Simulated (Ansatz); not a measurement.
SiH2MeBr (CH₅BrSi). Total charge 0; singlet. Geometry r2SCAN-D4/def2-TZVP, basis def2-TZVP, Ansatz.

```json
{"run": "A", "HOMO (eV)": "-7.09", "LUMO (eV)": "-1.03"}
{"run": "B", "HOMO (eV)": "-8.26", "LUMO (eV)": "0.12"}
{"run": "C", "HOMO (eV)": "-6.94", "LUMO (eV)": "-0.67"}
{"run": "D", "HOMO (eV)": "-10.62", "LUMO (eV)": "2.20"}
{"run": "E", "HOMO (eV)": "-10.48", "LUMO (eV)": "1.91"}
{"run": "F", "HOMO (eV)": "-8.00", "LUMO (eV)": "-0.10"}
```

B3LYP takes the VWN-RPA correlation.

Problem. The runs used B3LYP, LDA (SPW92), PBE0, revPBE, ωB97M-V, ωB97X-V. Estimate which is which.

Solution. A LDA (SPW92) (0 % exact exchange); B PBE0 (25 % exact exchange); C revPBE (0 % exact exchange); D ωB97X-V (range-separated); E ωB97M-V (range-separated); F B3LYP (20 % exact exchange). Exact exchange lowers occupied and raises empty levels; among semilocal functionals meta-GGAs tend to open the gap a little, and such runs are hard to tell apart. The gap grows from 6.05 eV (LDA (SPW92)) to 12.82 eV (ωB97X-V).
